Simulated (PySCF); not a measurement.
Isomers of CH8OSi2, mass 92.011 u with the commonest isotopes. The calculation used PBE0-D3(BJ)/def2-SVP geometry optimisation, gas phase (PySCF). One conformer each, none proved a minimum here; rigid rotors.

Question: Order these by rotational constant A, smallest first.
A. `[CH3:1][SiH2:2][SiH2:3][OH:4]` with C1–Si2–Si3–O4 -177°, Si2–Si3–O4–H 56°
B. `C[SiH2]O[SiH3]`
C. `[CH3:1][O:2][SiH2:3][SiH3:4]` with C1–O2–Si3–Si4 179°

Answer: A (10623 MHz), B (10882 MHz), C (12593 MHz).

Question: Order these by dipole moment, smallest first.
A. `C[SiH2]O[SiH3]`
B. `[CH3:1][SiH2:2][SiH2:3][OH:4]` with C1–Si2–Si3–O4 -177°, Si2–Si3–O4–H 56°
C. `[CH3:1][O:2][SiH2:3][SiH3:4]` with C1–O2–Si3–Si4 179°

Answer: A (0.93 D), C (1.13 D), B (1.56 D).

Question: Order these by rotational constant B, smallest first.
A. `C[SiH2]O[SiH3]`
B. `[CH3:1][SiH2:2][SiH2:3][OH:4]` with C1–Si2–Si3–O4 -177°, Si2–Si3–O4–H 56°
C. `[CH3:1][O:2][SiH2:3][SiH3:4]` with C1–O2–Si3–Si4 179°

Answer: C (1861 MHz), B (1924 MHz), A (1980 MHz).

```
        SMILES  point group  Ia (u·Å²)  Ib (u·Å²)  Ic (u·Å²)      κ  μa (D)  μb (D)  μc (D)
C[SiH2][SiH2]O            –      47.58     262.74     294.23  -0.95    1.11    0.19    1.08
CO[SiH2][SiH3]           Cs      40.13     271.59     296.66  -0.97    0.98    0.56    0.01
C[SiH2]O[SiH3]           Cs      46.44     255.22     286.55  -0.95    0.53    0.76    0.00
```
